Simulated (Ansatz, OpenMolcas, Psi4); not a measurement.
SnSe (SMILES [Se][Sn]): methods side by side

SnSe has 2 atoms, charge 0, and is taken as a singlet. As SMILES, `[Se][Sn]`. The shape is that of a PBE0-D4/def2-TZVP optimisation.

```xyz
2

Se    0.0000    0.0000    0.0065
Sn    0.0000    0.0000    2.3318
```

Quantity: the energy change with the Se1–Sn2 bond stretched from 2.325 to 2.674 Å, in eV. The values are calculated.

| level | kind | program | value (eV) | CPU time (all runs) |
| --- | --- | --- | --- | --- |
| HF/def2-TZVP (core potential) (restricted) | Hartree–Fock | Psi4 | 0.98 | 54 s |
| BLYP/def2-TZVP (core potential) (restricted) | GGA | Ansatz | 0.47 | 10 s |
| M06-L/def2-TZVP (core potential) (restricted) | meta-GGA | OpenMolcas | 0.67 | 50 s |
| CAM-B3LYP/def2-TZVP (core potential) (restricted) | range-separated hybrid | Ansatz | 0.89 | 15 s |
| HSE06/def2-TZVP (core potential) (restricted) | range-separated hybrid | Ansatz | 0.79 | 14 s |
| wB97M-V/def2-TZVP (core potential) (restricted) | range-separated hybrid | Ansatz | 0.96 | 89 s |
| B2PLYP/def2-TZVP (core potential) (restricted) | double hybrid | Ansatz | 0.65 | 19 s |
| RPA@PBE0/def2-TZVP (core potential) (restricted) | RPA | Ansatz | 0.72 | 21 s |

The first shape isn't each level's own minimum. The values span 0.47 to 0.98 eV. Times are those of the runs behind each value, whatever else they computed, on shared processors of several kinds: orders of magnitude only.
